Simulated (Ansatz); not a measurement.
System: sum formula AlOH, net charge 1, doublet state. 
Structure (B3LYP-D3(BJ)/def2-TZVP (Ansatz, an electronic-structure program) minimum search):
```xyz
3

Al    -0.4382    -0.3438    -0.4258
O      0.5841     0.4088     0.5789
H      1.0243     1.1992     0.9035
```
Charge +1, spin multiplicity 2.

Basis-set convergence of Hartree-Fock and CCSD(T) correlation energies (hartree) with Ansatz. Correlated levels leave the core frozen unless marked. Open shells are spin-unrestricted. Spin-orbit coupling is left out. No relativistic terms.

```csv
basis,functions,E(HF),"E(corr, CCSD(T))"
cc-pV(D+d)Z,42,-317.12342,-0.22532
cc-pV(T+d)Z,83,-317.16246,-0.28547
cc-pV(Q+d)Z,149,-317.17150,-0.30610
```

Extrapolating the two largest sets (X = 3 and 4) as X^-3: E(corr) = (64·(-0.30610) - 27·(-0.28547))/37 = -0.3212 Eh, an estimate of the basis-set limit. The largest set recovers 95.3 % of it, the smallest 70.2 %.
